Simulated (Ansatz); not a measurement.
Consider the substitution at a C–C bond: `CC#CCCCCC` + `[SH][GeH3]` → `CC#C[S][GeH3]` + `CCCCC`.

Computed with Ansatz on PBE0-D4/def2-TZVP structures; ΔE is electronic, products minus reactants. CBS: MP2 limit from def2 TZ/QZ plus the TZ coupled-cluster correction, frozen cores. Functionals use def2-TZVPP. B3LYP here is the variant with VWN-RPA as its local correlation; programs differ in this. For Ge outer-core shells are correlated without core-valence functions, which leaves a few kJ/mol of doubt a bond. Scalar relativity is left out up to krypton. Each species was taken in one conformer, which may not be the lowest.

```json
{"level": "B3LYP-D4", "ΔE (kJ/mol)": "10.6"}
{"level": "SCS-MP2/def2-TZVPP", "ΔE (kJ/mol)": "14.9"}
```

Question: What does CCSD(T)/CBS give? (Best estimate.)

Answer: Ansatz gave: +17.2 kJ/mol. The listed levels differ from it by -6.6, -2.3 kJ/mol.

Largest T1 diagnostic among the species: 0.012.

From PBE to PBE0 (25 % exact exchange), in def2-TZVPP and without D4, ΔE moves by +5.7 kJ/mol. In def2-TZVPP, CCSD(T) changes the Hartree–Fock value by −5.1 kJ/mol (the triples alone add −2.7 kJ/mol) and MP2 by −9.3 kJ/mol.

CCSD(T)/CBS has its own doubt, a few kJ/mol and more with outer-core shells, so smaller differences from it don't rank the levels.
